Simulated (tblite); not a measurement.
Isomers of C4H6F3O (doublet state). Method: GFN2-xTB as coded in tblite; computed harmonic values from a numerical Hessian at the method's own geometry, unscaled. Against measured fundamentals such values can be off by several per cent, at times by over 20. One conformer each. Open shells enter through the occupations alone, without spin polarisation, and single modes of such species can be off by tens of per cent.

Electronic energies: GFN2-xTB at the same geometries; isomer energies are rough at this level and their order can be wrong.

```json
{"SMILES": "C[C](C)OC(F)(F)F", "electronic energy, lowest = 0 (kJ/mol)": "0.0"}
{"SMILES": "C[C](F)OCC(F)F", "electronic energy, lowest = 0 (kJ/mol)": "70.4"}
{"SMILES": "C[C@@H](F)OC[C](F)F", "electronic energy, lowest = 0 (kJ/mol)": "86.4"}
```

Task: How do GFN2-xTB zero-point energies change the relative energies?

Result: 
```
             SMILES  ZPE (kJ/mol)  of it from modes above 1550 cm⁻¹  electronic (kJ/mol)  with ZPE, lowest = 0 (kJ/mol)  lowest mode (cm⁻¹)  rings
   C[C](C)OC(F)(F)F         251.1                             107.0                  0.0                            0.0                  42      0
     C[C](F)OCC(F)F         253.5                             106.8                 70.4                           72.8                  24      0
C[C@@H](F)OC[C](F)F         253.7                             106.4                 86.4                           88.9                  27      0
```

The zero-point energies span 2.6 kJ/mol, from `C[C](C)OC(F)(F)F` to `C[C@@H](F)OC[C](F)F`. The order is unchanged.
